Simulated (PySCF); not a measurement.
As2BH5, SMILES B([AsH2])[AsH2]. Coordinates come from a B3LYP-D3(BJ)/def2-SVP optimisation. The structure was generated by enumeration, and PubChem lists no compound with its InChIKey, so it may never have been made.

Computed with B3LYP-D3(BJ)/def2-SVP (PySCF 2.14.0).

Harmonic wavenumbers (cm⁻¹): 121, 188, 214, 404, 501, 528, 610, 694, 768, 772, 978, 993, 1017, 2192, 2194, 2209, 2214, 2627. Rotational constants (GHz): 23.30, 1.033, 1.004; symmetry number 2.

Problem. Work out the zero-point energy and the ideal-gas rigid-rotor harmonic-oscillator thermochemistry at 298.15 K and 1 atm.

Solution. ZPE = ½ Σ hcν = ½ × 19223 cm⁻¹ = 114.98 kJ/mol. H − E(el) = 133.05 kJ/mol. Entropy in J/(mol K): translation 172.48, rotation 107.16, vibration 46.18, total 325.82. G − E(el) = 35.90 kJ/mol. Cp = 91.54 J/(mol K). Modes under 150 cm⁻¹ make the vibrational entropy uncertain.
